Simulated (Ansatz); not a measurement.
Cost and result for the atomization energy of SeSi (`[Si][Se]`) (2 atoms, 1 bond).

The species carries charge 0 and has multiplicity 1. Correlated methods include outer-core shells of Se, which these sets cover unevenly. Scalar relativity is left out up to krypton. The structure was optimised at the PBE0-D4/def2-TZVP level. Program: Ansatz. All runs use 2 threads of an AMD EPYC 7R13 on a shared host. Times are those of one run each, without the atoms' runs, and a repeat can differ threefold. Electronic energies, without spin–orbit coupling; frozen cores. CCSD(T)/CBS adds CCSD(T) − MP2 in def2-TZVPP to the MP2 limit, and its time is that of the two runs behind it. T1 = 0.017. With those shells the extrapolation isn't a true limit. B3LYP takes the VWN-RPA correlation (the form of Gaussian; ORCA's B3LYP/G).

CCSD(T)/CBS is a level of theory with its own doubt, some kJ/mol a heavy atom from the limit and from the frozen cores, so smaller differences don't rank the functionals.

```tsv
level	functions	wall time
revPBE-D4/def2-TZVPP	90	0.71 s
PBE-D4/def2-TZVPP (with forces)	90	0.81 s
CCSD(T)/def2-SVP	50	0.81 s
PBE0-D4/def2-TZVPP	90	0.91 s
RPA@PBE/def2-TZVPP	90	1.1 s
B3LYP-D4/def2-TZVPP (with forces)	90	1.2 s
B2PLYP/def2-TZVPP	90	1.6 s
PBE-QIDH/def2-TZVPP	90	1.7 s
ωB97X-V/def2-TZVPP	90	2.1 s
CCSD(T)/def2-TZVPP	90	2.3 s
B97M-V/def2-TZVPP	90	2.4 s
CCSD(T)/def2-QZVPP	159	8.5 s
CCSD(T)/CBS(def2)	–	11 s
```

What atomization energy does each give, and how far from CCSD(T)/CBS? (An estimate is asked.)

The calculation gave: 
```tsv
level	atomization (kJ/mol)	difference from CCSD(T)/CBS	per bond
revPBE-D4/def2-TZVPP	544.5	-10.6	-10.7
PBE-D4/def2-TZVPP (with forces)	565.3	10.2	10.1
CCSD(T)/def2-SVP	492.6	-62.5	-62.5
PBE0-D4/def2-TZVPP	537.0	-18.1	-18.1
RPA@PBE/def2-TZVPP	491.4	-63.7	-63.7
B3LYP-D4/def2-TZVPP (with forces)	539.2	-15.9	-16.0
B2PLYP/def2-TZVPP	538.1	-17.0	-17.0
PBE-QIDH/def2-TZVPP	532.2	-22.9	-23.0
ωB97X-V/def2-TZVPP	538.6	-16.5	-16.5
CCSD(T)/def2-TZVPP	523.6	-31.5	-31.5
B97M-V/def2-TZVPP	551.7	-3.4	-3.5
CCSD(T)/def2-QZVPP	540.5	-14.6	-14.6
CCSD(T)/CBS(def2)	555.1	0.0	0.0
```

At CCSD(T), def2-SVP lies −62.5 kJ/mol from the extrapolated value and def2-TZVPP −31.5 kJ/mol: correlation converges slowly with the basis, and small sets miss more of it in the bonded molecule than in its fragments. In def2-TZVPP, CCSD(T) changes the Hartree–Fock value by +207.8 kJ/mol (the triples alone add +28.2 kJ/mol) and MP2 by +228.4 kJ/mol; breaking electron pairs costs correlation energy, which Hartree–Fock lacks. From r2SCAN to r2SCAN0 (25 % exact exchange), in def2-TZVPP and without D4, the atomization energy moves by −25.7 kJ/mol: exact exchange takes away binding that semilocal exchange gives to molecules.
